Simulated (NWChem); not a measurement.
CH2F3Ga; SMILES [C](F)(F)(F)[GaH2]

```xyz
7

Ga    -0.0069    -1.1968    -0.0077
C     -0.0063     0.8265    -0.0067
F      0.3829     1.2869     1.2004
F     -1.2052     1.3741    -0.2595
F      0.8491     1.3361    -0.9111
H     -1.3827    -1.9381    -0.0021
H      1.3927    -1.8926     0.0111
```
Atoms are numbered in this order, from 1.

All runs: NWChem. Pople sets run with spherical d functions. The geometry was optimised at PBE0/def2-SVP.

For level PBE0/6-31G*:

| Quantity | Result |
|---|---|
| highest occupied level (eV) | -8.35 |
| orbital gap (eV) | 6.18 |

Question: How do the values read with level PBE0/3-21G instead?

Answer: 
- highest occupied level (eV) = -8.14
- orbital gap (eV) = 6.02
